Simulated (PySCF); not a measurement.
[Ti(Br)4], neutral singlet in the gas phase. 

Z-matrix (Å, degrees):
```
Ti
Br 1 2.3272
Br 1 2.3272 2 109.43
Br 1 2.3273 2 109.50 3 -119.95
Br 1 2.3275 2 109.45 3 120.03
```
Charge 0, spin multiplicity 1.

All levels are single points at this geometry (BP86-D3(BJ)/def2-SVP); Pople sets use spherical d functions. Orbital energies aren't observables, and empty levels follow the basis.

```json
[
 {"level": "TPSSh-D3(BJ)/def2-TZVP in PySCF", "HOMO (eV)": "-8.15", "LUMO (eV)": "-4.26", "gap (eV)": "3.89", "dipole (D)": "0.00", "vertical IE, Delta-SCF (eV)": "–"},
 {"level": "B3LYP/3-21G in PySCF", "HOMO (eV)": "-8.41", "LUMO (eV)": "-3.85", "gap (eV)": "4.56", "dipole (D)": "0.00", "vertical IE, Delta-SCF (eV)": "–"},
 {"level": "BP86/6-31G* (LANL2DZ on Ti) in PySCF", "HOMO (eV)": "-7.72", "LUMO (eV)": "-4.85", "gap (eV)": "2.87", "dipole (D)": "0.00", "vertical IE, Delta-SCF (eV)": "–"},
 {"level": "M06-2X/6-31G* (LANL2DZ on Ti) in PySCF", "HOMO (eV)": "-10.07", "LUMO (eV)": "-3.48", "gap (eV)": "6.58", "dipole (D)": "0.00", "vertical IE, Delta-SCF (eV)": "–"},
 {"level": "HF/6-31G* (LANL2DZ on Ti) in PySCF", "HOMO (eV)": "-11.69", "LUMO (eV)": "-0.92", "gap (eV)": "10.76", "dipole (D)": "0.00", "vertical IE, Delta-SCF (eV)": "–"},
 {"level": "HF/STO-3G in PySCF", "HOMO (eV)": "-9.02", "LUMO (eV)": "5.17", "gap (eV)": "14.19", "dipole (D)": "0.00", "vertical IE, Delta-SCF (eV)": "–"}
]
```
